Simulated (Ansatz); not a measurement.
System: MoH5, net charge 0, doublet state. The spin state was set by rule; other spins were not relaxed. 
Geometry from a B3LYP-D3(BJ)/def2-TZVP (Ansatz, a program for electronic structure) optimisation:
SMILES: [MoH5]
```xyz
6

Mo     0.0359     0.0055    -0.0157
H      0.5949     1.3471    -0.9116
H     -1.0824     0.3815     1.1428
H      0.7019    -0.1992     1.5155
H     -1.5709    -0.3261    -0.2217
H     -0.1505    -1.4341    -0.8658
```
Charge 0, spin multiplicity 2.

Basis-set convergence of Hartree-Fock and MP2 correlation energies (hartree) with Ansatz. Valence correlation only, unless marked. Open shells are spin-unrestricted. Spin-orbit coupling is left out. The frozen core is the preceding noble-gas configuration, with the filled d and f shells of earlier blocks. Past Kr the def2 sets carry scalar-relativistic core potentials.

| basis | functions | E(HF) | E(corr, MP2) |
|---|---|---|---|
| def2-SVP | 56 | -70.25534 | -0.22296 |
| def2-TZVPP | 126 | … | … |

Q: What belongs in the gaps?

A: 
- def2-TZVPP, E(HF): -70.28473
- def2-TZVPP, E(corr, MP2): -0.27821
